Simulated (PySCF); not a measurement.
Br2ClHSi. Atoms are numbered in the order given.

```xyz
5

Si     0.5742     0.4241     0.0000
Cl    -0.2193     2.3128     0.0000
Br    -0.0909    -0.6538    -1.8044
Br    -0.0909    -0.6538     1.8044
H      2.0498     0.5134     0.0000
```

Geometry optimised at PBE0-D3(BJ)/def2-SVP.

All values below come from PBE0/def2-TZVP (PySCF).

total energy: -5897.91118 hartree
point group: Cs
highest occupied level: -8.73 eV
lowest empty level: -0.90 eV
orbital gap: 7.83 eV
dipole moment: 0.73 D
quadrupole, principal values (traceless, Buckingham form, about the centre of nuclear charge): -1.52, -0.15, 1.67 D·Å
mean static polarisability: 73.6 bohr³ (10.91 Å³)
polarisability, principal values: 59.3, 76.8, 84.8 bohr³
